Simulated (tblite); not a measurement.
Input of a run (GFN2-xTB geometry optimisation, gas phase (tblite 0.8.0)), started from a force field or distance geometry:
```
{"job": {"kind": "relax", "xc": "GFN2-xTB", "basis": "xTB"}, "charge": 0, "multiplicity": 1}
C     -2.110900    -1.782300    -0.129600
C     -1.804000    -0.316300    -0.028300
N     -2.775500     0.552100    -0.326200
C     -2.450700     1.859300    -0.225000
N     -1.246200     2.317600     0.176900
N     -0.275100     1.427100     0.474000
C     -0.544700     0.113900     0.380200
O      0.439200    -0.800200     0.685700
Si     1.988900    -0.564100     1.224500
Si     3.282400     0.517800    -0.344600
H     -1.464500    -2.261500    -0.861200
H     -2.004500    -2.273100     0.844200
H     -3.158700    -1.925300    -0.447100
H     -3.203600     2.587000    -0.457000
H      2.573800    -1.886400     1.514100
H      1.951900     0.178800     2.526800
H      2.817300     1.905900    -0.621200
H      3.276200    -0.243600    -1.632100
H      4.699000     0.602600     0.121000
```

Output (eV, eV/Å):
```
step      E/eV     max force
  0    -801.60738    2.249
  1    -801.80360    0.702
  2    -801.84244    0.585
  3    -801.88476    0.560
  4    -801.90569    0.520
  5    -801.93114    0.422
  6    -801.94580    0.395
  7    -801.96714    0.424
  8    -801.98587    0.307
  9    -801.99884    0.239
 10    -802.00506    0.156
 11    -802.00771    0.095
 12    -802.00904    0.113
 13    -802.01033    0.100
 14    -802.01172    0.087
 15    -802.01324    0.095
 16    -802.01461    0.078
 17    -802.01572    0.078
 18    -802.01664    0.074
 19    -802.01748    0.077
 20    -802.01829    0.073
 21    -802.01913    0.076
 22    -802.02008    0.084
 23    -802.02109    0.080
 24    -802.02194    0.064
 25    -802.02252    0.055
 26    -802.02298    0.057
 27    -802.02357    0.073
 28    -802.02447    0.087
 29    -802.02562    0.102
 30    -802.02680    0.094
 31    -802.02779    0.109
 32    -802.02863    0.105
 33    -802.02944    0.069
 34    -802.03023    0.071
 35    -802.03098    0.061
 36    -802.03168    0.062
 37    -802.03235    0.064
 38    -802.03298    0.051
 39    -802.03350    0.057
 40    -802.03394    0.051
 41    -802.03441    0.061
 42    -802.03497    0.066
 43    -802.03555    0.048
 44    -802.03604    0.056
 45    -802.03645    0.048
 46    -802.03685    0.056
 47    -802.03727    0.053
 48    -802.03767    0.058
 49    -802.03798    0.046
 50    -802.03820    0.030
 51    -802.03835    0.031
 52    -802.03846    0.023
 53    -802.03856    0.024
 54    -802.03864    0.023
 55    -802.03873    0.026
 56    -802.03883    0.026
 57    -802.03895    0.028
 58    -802.03907    0.026
 59    -802.03919    0.026
 60    -802.03932    0.029
 61    -802.03949    0.040
 62    -802.03969    0.044
 63    -802.03989    0.036
 64    -802.04003    0.026
 65    -802.04012    0.026
 66    -802.04021    0.032
 67    -802.04033    0.037
 68    -802.04048    0.038
 69    -802.04063    0.030
 70    -802.04074    0.023
 71    -802.04082    0.022
 72    -802.04092    0.031
 73    -802.04105    0.034
 74    -802.04118    0.029
 75    -802.04128    0.020
 76    -802.04134    0.022
 77    -802.04143    0.026
 78    -802.04160    0.045
 79    -802.04191    0.061
 80    -802.04231    0.055
 81    -802.04263    0.040
 82    -802.04281    0.025
 83    -802.04293    0.026
 84    -802.04303    0.028
 85    -802.04317    0.039
 86    -802.04332    0.038
 87    -802.04345    0.028
 88    -802.04356    0.029
 89    -802.04364    0.022
 90    -802.04369    0.021
 91    -802.04373    0.018
 92    -802.04376    0.012
 93    -802.04379    0.013
 94    -802.04383    0.012
 95    -802.04387    0.018
 96    -802.04392    0.021
 97    -802.04399    0.026
 98    -802.04407    0.025
 99    -802.04414    0.017
100    -802.04421    0.018
101    -802.04427    0.023
102    -802.04435    0.023
103    -802.04447    0.025
104    -802.04464    0.032
105    -802.04484    0.033
106    -802.04503    0.034
107    -802.04523    0.045
108    -802.04550    0.051
109    -802.04582    0.050
110    -802.04614    0.058
111    -802.04629    0.059
112    -802.04675    0.042
113    -802.04716    0.038
114    -802.04820    0.081
115    -802.04896    0.111
116    -802.05025    0.076
117    -802.05148    0.053
118    -802.05254    0.080
119    -802.05290    0.082
120    -802.05343    0.061
121    -802.05404    0.063
122    -802.05429    0.043
123    -802.05474    0.041
124    -802.05522    0.053
125    -802.05564    0.059
126    -802.05602    0.058
127    -802.05633    0.058
128    -802.05660    0.040
129    -802.05682    0.028
130    -802.05693    0.021
131    -802.05704    0.020
132    -802.05713    0.021
133    -802.05722    0.019
134    -802.05731    0.023
135    -802.05740    0.020
136    -802.05749    0.021
137    -802.05757    0.025
138    -802.05767    0.030
139    -802.05777    0.026
140    -802.05788    0.025
141    -802.05798    0.023
142    -802.05810    0.026
143    -802.05825    0.023
144    -802.05840    0.025
145    -802.05852    0.031
146    -802.05858    0.019
147    -802.05862    0.016
148    -802.05866    0.014
149    -802.05869    0.011
150    -802.05872    0.007
```

Question: Summarise the run.

Answer: The energy falls by 10.4 kcal/mol over 150 L-BFGS steps, the largest force on an atom goes from 2.25 to 0.007 eV/Å, and the atoms move by 0.480 Å rms after alignment. The bond that changes most is C7–O8 (aromatic carbon bearing oxygen to silyl ether oxygen), which shortens by 0.067 Å. Bonds longer at the end by more than 0.005 Å: 3 of 19; shorter: 14. Among the angles that change most is O8–Si9–H15, from 107.9° to 94.3°. Among the dihedrals that turn most is H16–Si9–Si10–H17, from -58° to -18°. The energy never rose by more than 1e-5 eV on the way. The first step brought 43 % of the lowering.

Question: What are the final bond lengths?

Answer: C1–C2 1.486 Å, C2–N3 1.313 Å, N3–C4 1.337 Å, C4–N5 1.308 Å, N5–N6 1.311 Å, N6–C7 1.321 Å, C7–O8 1.310 Å, O8–Si9 1.681 Å, Si9–Si10 2.306 Å, C2–C7 1.423 Å, C1–H11 1.089 Å, C1–H12 1.089 Å, C1–H13 1.086 Å, C4–H14 1.080 Å, Si9–H15 1.465 Å, Si9–H16 1.466 Å, Si10–H17 1.461 Å, Si10–H18 1.470 Å, Si10–H19 1.472 Å. Numbering counts from 1 in the input's order; the species is `Cc1ncnnc1O[SiH2][SiH3]`.

Its GFN2-xTB frequencies are all real (lowest 29 cm⁻¹). The numbers are those of one conformer. 3 starts were optimised and ended at 0.00, 0.01 and 1.58 kcal/mol (GFN2-xTB); the lowest of these is shown.

All values are computed, not measured.
